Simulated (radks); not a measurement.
These are the eigenvalues of the occupied orbitals of an atom or ion with whole-number occupations (hartree). Calculated with a radial shooting solver on a logarithmic mesh with Libxc functionals: scalar-relativistic Kohn-Sham, LDA (Slater exchange, Perdew-Wang correlation), spin-polarised, spherical densities, point nucleus.

1s: -1368.054
2s: -216.4517
2p: -194.2175
3s: -45.83910
3p: -38.71040
3d: -28.32852
4s: -9.15059
4p: -6.84853
4d: -3.50533
5s: -1.44879
5p: -0.89357
7s: -0.06516

Which element is it, and in what charge state? The configuration may be excited. Open shells, if any, are filled with parallel spins first.

Answer. Z = 56, barium, charge 0: Ba in [Xe] 7s2. The list shows which subshells hold electrons but not how many an open one holds; the 1s level, -1368.1 hartree, gives Z - s = 52.3 by -(Z - s)^2/2, which with screening and relativity narrows Z to a few neighbours, and the depths of the outer levels then fix element, charge and occupations together.
